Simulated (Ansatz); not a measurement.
`N#[C][InH2]` + `C[NH][GeH3]` → `C[N]([GeH3])[InH2]` + `C#N` at 600 K and 1 bar (ligand exchange at the In–C bond).

Gas-phase electronic energies from Ansatz, PBE0-D4/def2-TZVP geometries. CBS: MP2 limit from def2 TZ/QZ plus the TZ coupled-cluster correction, frozen cores. This one scheme is used for every species. def2 core potentials past Kr. For Ge, In outer-core shells are correlated without core-valence functions, which leaves a few kJ/mol of doubt a bond. Scalar relativity is left out up to krypton.

```json
{"species": "`N#[C][InH2]`", "CCSD(T)/CBS energy (Eh)": "-283.72690", "H − E (kJ/mol)": "89.4", "S (J/(mol·K))": "347.4"}
{"species": "`C[NH][GeH3]`", "CCSD(T)/CBS energy (Eh)": "-2173.06430", "H − E (kJ/mol)": "253.9", "S (J/(mol·K))": "386.3"}
{"species": "`C[N]([GeH3])[InH2]`", "CCSD(T)/CBS energy (Eh)": "-2363.46641", "H − E (kJ/mol)": "277.7", "S (J/(mol·K))": "488.4"}
{"species": "`C#N`", "CCSD(T)/CBS energy (Eh)": "-93.32098", "H − E (kJ/mol)": "64.3", "S (J/(mol·K))": "228.4"}
```

H − E and S are ideal-gas, rigid-rotor, harmonic terms from PBE0-D4/def2-TZVP, for one conformer and one mirror image of each species. 1 Eh = 2625.50 kJ/mol, R = 8.31446 J/(mol·K).

**Question.** By hand: ΔE, ΔH, ΔS and ΔG.

**Answer.** ΔE = (-2363.46641) + (-93.32098) − (-283.72690) − (-2173.06430) = 0.00381 Eh = 10.0 kJ/mol. Δ(H − E) = 277.7 + 64.3 − 89.4 − 253.9 = -1.3, so ΔH = 8.7 kJ/mol. ΔS = 488.4 + 228.4 − 347.4 − 386.3 = -16.9 J/(mol·K). ΔG = 8.7 − 600 × (-16.9)/1000 = 18.8 kJ/mol.

**Question.** By hand: the equilibrium constant, and the temperature at which ΔG would vanish if ΔH and ΔS stayed fixed.

**Answer.** log₁₀ K = −ΔG/(RT ln 10) = -1.6. ΔH and −TΔS have one sign here, so there is no such temperature.

TΔS isn't small against ΔH here. A doubt of 5 kJ/mol in ΔE shifts log₁₀ K by 0.4 here. Other conformers and mirror images would add mixing entropy, several J/(mol·K) or more a flexible species. These are equilibria of isolated gas molecules and say nothing of rates. Largest T1 diagnostic: 0.015 (customary marks: 0.02 for closed shells, 0.045 for open ones).
